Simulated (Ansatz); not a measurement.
Basis sets compared for GeCl4. The state is a singlet with charge 0. Geometry PBE-D4/def2-SVP. Ansatz on 4 threads of Arm Neoverse V2 on a shared host; times are rough, and most runs start from earlier orbitals.

Cartesian coordinates in Å:
```
Ge -0.520 1.183 0.770
Cl -1.256 -2.347 -1.452
Cl 0.012 -1.339 -0.054
Cl 0.367 2.264 -0.940
Cl 1.397 0.239 1.676
```

Another isomer (singlet) lies 3.59 eV lower at PBE0-D4/def2-TZVP; other spin states weren't run for this one.

Binding counts from free atoms (Ge triplet, Cl doublet) in the same basis, without a counterpoise term.

```json
{"level": "PBE-D4/def2-SVP", "functions": "104", "energy (Eh)": "-3915.9632", "HOMO (eV)": "-7.01", "LUMO (eV)": "-4.81", "binding per atom (eV)": "2.36", "wall time": "0.91 s"}
{"level": "PBE0-D4/def2-SVP", "functions": "104", "energy (Eh)": "-3916.1486", "HOMO (eV)": "-8.16", "LUMO (eV)": "-4.12", "binding per atom (eV)": "2.17", "wall time": "1.4 s"}
```

Question: Estimate the rows for PBE-D4/def2-TZVP (with forces), PBE0-D4/def2-TZVP.

Answer: 
```csv
level,functions,energy (Eh),HOMO (eV),LUMO (eV),binding per atom (eV),wall time
PBE-D4/def2-TZVP (with forces),196,-3916.8721,-7.19,-4.98,2.38,2.2 s
PBE0-D4/def2-TZVP,196,-3917.0498,-8.28,-4.20,2.20,4.1 s
```
